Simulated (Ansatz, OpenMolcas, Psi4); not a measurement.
**Si2H5OF (SMILES O[SiH](F)[SiH3]): the HOMO–LUMO gap, rung by rung**

Si2H5OF has 9 atoms, charge 0, and is taken as a singlet. As SMILES, `O[SiH](F)[SiH3]`. The coordinates come from a PBE0-D4/def2-TZVP relaxation. This is one conformer, not always the lowest.

Each level gives the HOMO–LUMO gap (eV). The values are calculated.

| level | kind | program | value (eV) | CPU time |
| --- | --- | --- | --- | --- |
| BLYP/6-31G* (spherical functions) | GGA | Ansatz | 6.34 | 3.7 s |
| TPSS/6-31G* (spherical functions) | meta-GGA | OpenMolcas | 6.73 | 38 s |
| r2SCAN/6-31G* (spherical functions) | meta-GGA | OpenMolcas | 7.06 | 38 s |
| B3LYP/6-31G* (spherical functions) | global hybrid | Ansatz | 8.06 | 4.7 s |
| BHLYP/6-31G* (spherical functions) | global hybrid | OpenMolcas | 10.53 | 32 s |
| TPSSh/6-31G* (spherical functions) | hybrid meta-GGA | Psi4 | 7.56 | 23 s |
| HSE06/6-31G* (spherical functions) | range-separated hybrid | Psi4 | 7.71 | 27 s |
| PBE-QIDH/6-31G* (spherical functions) | double hybrid | Ansatz | 12.19 | 5.4 s |

The values span 6.34 to 12.19 eV. Orbital gaps aren't excitation energies, and those of double hybrids come from the SCF part alone; they tend to grow with the share of exact exchange. Times are those of the runs behind each value, whatever else they computed, on shared processors of several kinds: orders of magnitude only.
